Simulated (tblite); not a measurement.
Compound: C₂H₉AlO₂Si₂.
Cartesian coordinates in Å at the GFN2-xTB level; atoms count from 1:
```xyz
16
C2H9AlO2Si2 angstrom
Al     2.573   -0.042    1.010
C      1.276   -1.060   -0.105
C      0.238   -0.226   -0.037
O     -0.992   -0.298   -0.573
Si    -1.646   -1.468   -1.516
O      0.420    0.901    0.691
Si    -0.812    1.998    0.836
H      3.941   -0.730    1.151
H      2.572    1.297    1.792
H      1.163   -1.972   -0.679
H     -1.658   -2.739   -0.792
H     -0.872   -1.599   -2.751
H     -2.965   -0.887   -1.708
H     -1.160    2.506   -0.491
H     -0.133    2.974    1.675
H     -1.952    1.355    1.487
```

Level: GFN2-xTB in tblite, geometry and Hessian alike; calculated harmonic values, unscaled, isolated species. The method is semi-empirical: single wavenumbers can be off by several per cent or more. Modes of hydrogen on aluminium and silicon can be 10 to 20 % off. One conformer, not necessarily the lowest. The optimisation stopped once no atom felt more than 0.01 eV/Å.

Lowest wavenumbers of the output (negative numbers stand for imaginary wavenumbers):
```
mode    cm-1
  1    -268.3
  2      58.1
  3      91.1
  4     100.2
  5     109.1
  6     118.9
  7     144.9
  8     172.3
  9     204.6
 10     378.8
 11     445.6
 12     543.5
 13     576.7
 14     600.6
 15     602.7
```

**Question.** Is this structure a minimum?

**Answer.** No. 1 mode is imaginary beyond 20i (268i cm⁻¹), so at this level the point lies at or near a first-order saddle.

**Question.** Which atoms move in the imaginary mode?

**Answer.** 268i: H8 (Al–H hydrogen) 54 %, H9 (Al–H hydrogen) 41 %. These are shares of the mass-weighted motion.

**Question.** What is the remedy?

**Answer.** Step along that mode in both directions, optimise again with tighter thresholds and repeat the frequencies. The zero-point energy of this point (57.2 kcal/mol) counts the 41 real modes alone, and thermal corrections from it aren't those of a minimum.
